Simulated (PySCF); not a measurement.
**What PySCF settings do for CaBr**

Base input, run as `OMP_NUM_THREADS=1 python input.py` with PySCF 2.14:

```python
from pyscf import gto, dft

mol = gto.M(
    atom='Ca 0 0 0; Br 0 0 2.39',
    basis='cc-pvdz-dk',
    charge=0,
    spin=1,
    verbose=4,
)
mf = dft.UKS(mol, xc='b3lyp')
mf = mf.sfx2c1e()
mf.kernel()
mf.dip_moment()
print('orbital energies (hartree):', [e[max(0, n-3):n+3].round(4) for e, n in zip(mf.mo_energy, mol.nelec)])
```

Base result: E(SCF) = -3286.751487 Eh, 10 cycles, ⟨S²⟩ = 0.750, μz(SCF) = -3.42 D. The bond length is a typed value, not an optimised one. No search for the lowest solution was made.

Run time: 4.8 s on 1 thread of Arm Neoverse V1 (shared host), peak memory 0.21 GiB.

Each row names what differs from the base; energies in brackets are changes from the base.

| change | result | wall time (s) |
| --- | --- | --- |
| charge: 0 → 1; spin (2S): 1 → 2 [another spin of the ion may lie lower] [a high spin state] | E(SCF) = -3286.372594 Eh (+10.3102 eV), 11 cycles, ⟨S²⟩ = 2.001 | 4.9 |
| functional: b3lyp → wb97xd3x [unsound on purpose] | stops with KeyError ("LibXCFunctional: name 'WB97XD3X' not found.") | 0.57 |
| step after the SCF: none → gradient | E(SCF) = -3286.751487 Eh (+0.0000 eV), 10 cycles, ⟨S²⟩ = 0.750, μz(SCF) = -3.42 D, gradient on the second atom -0.0486 Eh/bohr | 11 |
| convergence threshold: default → 0.001 [unsound on purpose] | E(SCF) = -3286.751396 Eh (+0.0025 eV), 4 cycles, ⟨S²⟩ = 0.750, μz(SCF) = -3.59 D | 2.9 |
| length unit: angstrom → bohr [unsound on purpose] | E(SCF) = -3284.702494 Eh (+55.7559 eV), 13 cycles, ⟨S²⟩ = 0.756, μz(SCF) = 1.89 D | 5.5 |
| SCF type: UKS → RKS [runs as restricted open-shell] | E(SCF) = -3286.751449 Eh (+0.0010 eV), 9 cycles, μz(SCF) = -3.41 D | 4.3 |
| basis set: cc-pvdz-dk → cc-pvdz; spin-free X2C: on → off | E(SCF) = -3251.819304 Eh, 10 cycles, ⟨S²⟩ = 0.750, μz(SCF) = -3.42 D | 4.4 |
| point-group symmetry: off → on | E(SCF) = -3286.751487 Eh (+0.0000 eV), 10 cycles, ⟨S²⟩ = 0.750, μz(SCF) = -3.42 D | 4.6 |
| spin (2S): 1 → 2 [unsound on purpose] | stops with RuntimeError (Electron number 55 and spin 2 are not consistent) | 0.56 |
| geometry: bond 2.39 → bond 2.988 | E(SCF) = -3286.746481 Eh (+0.1362 eV), 11 cycles, ⟨S²⟩ = 0.750, μz(SCF) = -6.09 D | 4.9 |
| basis set: cc-pvdz-dk → pcseg-1; spin-free X2C: on → off | E(SCF) = -3251.477036 Eh, 10 cycles, ⟨S²⟩ = 0.750, μz(SCF) = -3.48 D | 4.3 |
| geometry: bond 2.39 → bond 2.677 | E(SCF) = -3286.759456 Eh (-0.2169 eV), 10 cycles, ⟨S²⟩ = 0.750, μz(SCF) = -4.63 D | 4.6 |
| geometry: bond 2.39 → bond 1.912 | E(SCF) = -3286.580887 Eh (+4.6423 eV), 10 cycles, ⟨S²⟩ = 0.750, μz(SCF) = -2.06 D | 4.7 |
| PCM solvent, dielectric constant: none → 20.5 | E(SCF) = -3286.759472 Eh (-0.2173 eV), 10 cycles, ⟨S²⟩ = 0.750, μz(SCF) = -5.36 D | 7.8 |
| step after the SCF: none → mp2; SCF type: UKS → UHF; functional: b3lyp → none (Hartree–Fock); frozen orbitals: default → 14 | E(SCF) = -3284.041589 Eh, 11 cycles, E(MP2) − E(SCF) = -0.21795 Eh, ⟨S²⟩ = 0.751, μz(SCF) = -3.10 D | 1.8 |
| basis set: cc-pvdz-dk → ano-rcc-vdzp | E(SCF) = -3286.854030 Eh (-2.7903 eV), 9 cycles, ⟨S²⟩ = 0.750, μz(SCF) = -4.16 D | 7.1 |
| spin (2S): 1 → 5 [a high spin state] | E(SCF) = -3286.175614 Eh (+15.6703 eV), 14 cycles, ⟨S²⟩ = 8.752, μz(SCF) = 3.23 D | 5.8 |
| geometry: bond 2.39 → bond 7.17 | not converged: SCF after 50 cycles | 15 |
| step after the SCF: none → optimize | E(SCF) = -3286.751487 Eh (+0.0000 eV), 10 cycles, ⟨S²⟩ = 0.750, all at the start geometry; optimised bond 2.606 Å with E = -3286.760129 Eh after 3 steps | 30 |
| geometry: bond 2.39 → bond 0.3 [unsound on purpose] | E(SCF) = -3078.401541 Eh, 7 cycles, ⟨S²⟩ = 0.750, μz(SCF) = 3.38 D | 4 |
| functional: b3lyp → 0.5*hf+0.5*b88,lyp | E(SCF) = -3286.678671 Eh, 10 cycles, ⟨S²⟩ = 0.750, μz(SCF) = -3.53 D | 4.5 |
| geometry: bond 2.39 → bond 25 [unsound on purpose] | not converged: SCF after 50 cycles | 14 |

Problem. Order these changes by how far they move the SCF energy from the base, largest first: (1) PCM solvent, dielectric constant: none → 20.5; (2) geometry: bond 2.39 → bond 1.912; (3) geometry: bond 2.39 → bond 2.677; (4) geometry: bond 2.39 → bond 2.988.

Solution. (2) +4.6423 eV, (1) -0.2173 eV, (3) -0.2169 eV, (4) +0.1362 eV.
